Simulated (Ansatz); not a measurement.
Sr₃Se₃⁻ (the lowest doublet isomer of a short search). The state is a doublet with charge -1. Geometry B3LYP-D4/def2-SVPD, basis def2-TZVPD, Ansatz.

| atom | x (Å) | y (Å) | z (Å) |
| --- | --- | --- | --- |
| Sr1 | -1.335 | 2.218 | -1.438 |
| Sr2 | -1.086 | -1.458 | 0.319 |
| Sr3 | 1.768 | 0.329 | 0.414 |
| Se4 | 0.187 | -0.185 | -2.149 |
| Se5 | 1.399 | -2.314 | 1.503 |
| Se6 | -0.933 | 1.410 | 1.352 |

```tsv
run	HOMO (eV)	LUMO (eV)
A	0.02	0.72
B	0.06	0.55
C	-0.16	0.82
D	-0.03	0.38
```

In the def2 sets Sr takes a core potential; there is no spin–orbit coupling. The structure comes from a short search, and lower isomers may exist.

HOMO and LUMO are taken over both spins.

Problem. The runs used LDA (SPW92), PBE, r2SCAN, r2SCANh. Estimate which is which.

Solution. A r2SCAN (0 % exact exchange); B PBE (0 % exact exchange); C r2SCANh (10 % exact exchange); D LDA (SPW92) (0 % exact exchange). Exact exchange lowers occupied and raises empty levels; among semilocal functionals meta-GGAs tend to open the gap a little, and such runs are hard to tell apart. The gap grows from 0.40 eV (LDA (SPW92)) to 0.97 eV (r2SCANh). At r2SCAN-D4/def2-TZVPD, PBE-D4/def2-TZVPD the highest occupied level of the charge -1 doublet lies above zero (up to 0.06 eV). It is a level of α spin, whose loss leaves a singlet; that state wasn't run at this geometry and level. The electron is either unbound and held by the finite basis, or the level is raised by self-interaction error.
